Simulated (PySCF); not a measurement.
Telling isomers of C6H10N2Si apart by NMR

PySCF calculation with PBE0/pcSseg-1 with gauge-including orbitals and structure optimised with PBE0-D3(BJ)/def2-SVP; non-relativistic Hamiltonian, gas phase, a single conformation, averaged over atoms made equivalent by symmetry, fast rotation or ring inversion.

Scale: 1H (σref 31.27) and 13C (σref 184.41) vs TMS (reference shieldings calculated alike). Where no couplings were computed, multiplicities follow the n + 1 count of equivalent neighbours, and m marks all less simple cases (inequivalent or close neighbours, rings, F or P nearby). Shifts are as computed. Against solution values, carbons near 30 ppm lie about +2 ppm off and those near 130 ppm about +5 ppm (rms about the fit 1.9 ppm; single classes can miss by 10 ppm). Of 1328 compounds with measured shifts, 309 miss one by over three times the rms of a fit or turn the order of signals round; such compounds aren't used in these exercises. Signals without a measured value on file couldn't be tested in this way; 1H shifts scatter by 0.2 ppm about their fit, and single ones miss by 0.5 ppm. OH and NH positions are gas-phase values without hydrogen bonding to other molecules.

(1) Tabulate the signals of `CCc1nnccc1[SiH3]`, `N[SiH2]Nc1ccccc1`, `[SiH3]c1ccnn1C1CC1`, `[SiH3]NNc1ccccc1` and their relative energies.

(2) What is the quickest way to tell CCc1nnccc1[SiH3] from [SiH3]c1ccnn1C1CC1?

(3) What is the quickest way to tell CCc1nnccc1[SiH3] from [SiH3]NNc1ccccc1?

Results:

(1) 
| SMILES | carbon types | δC | δH | E rel. (kcal/mol) |
| --- | --- | --- | --- | --- |
| CCc1nnccc1[SiH3] | 2×C 2×CH 1×CH2 1×CH3 | 174.0, 153.5, 137.8, 129.1, 35.1, 17.8 | 9.19 (d, 1H), 7.36 (d, 1H), 4.53 (s, 3H), 3.00 (q, 2H), 1.40 (t, 3H) | 61.5 |
| N[SiH2]Nc1ccccc1 | 1×C 5×CH | 151.0, 134.9, 122.4, 119.4 | 7.23 (m, 2H), 6.78 (t, 1H), 6.61 (d, 2H), 5.24 (s, 2H), 2.90 (br s, 1H), 0.51 (br s, 2H) | 0.0 |
| [SiH3]c1ccnn1C1CC1 | 1×C 3×CH 2×CH2 | 141.7, 132.0, 122.7, 35.3, 9.0 | 7.40 (m, 1H), 6.57 (m, 1H), 4.55 (s, 3H), 3.22 (m, 1H), 1.52 (m, 2H), 0.89 (m, 2H) | 66.5 |
| [SiH3]NNc1ccccc1 | 1×C 5×CH | 153.8, 135.1, 123.4, 113.8 | 7.30 (m, 2H), 6.83 (t, 1H), 6.74 (d, 2H), 4.70 (s, 3H), 4.41 (br s, 1H), 1.99 (br s, 1H) | 48.1 |

Energies are electronic energies at PBE0/pcSseg-1 on these geometries, without zero-point or thermal terms, each for the one conformer computed, which needn't be the lowest.

(2) Count the carbon signals: 6 against 5. The first has a methyl carbon (CH3) at 17.8 ppm, the second a three-membered-ring carbon (CH) at 35.3 ppm. Their most deshielded carbons lie at 174.0 and 141.7 ppm. In the proton spectra the most deshielded non-exchanging signals are 9.19 (d, 1H) and 7.40 (m, 1H).

(3) Count the carbon signals: 6 against 4. The first has an sp3 CH2 on an aromatic ring at 35.1 ppm, the second an aromatic CH at 113.8 ppm. Their most deshielded carbons lie at 174.0 and 153.8 ppm. In the proton spectra the most deshielded non-exchanging signals are 9.19 (d, 1H) and 7.30 (m, 2H).
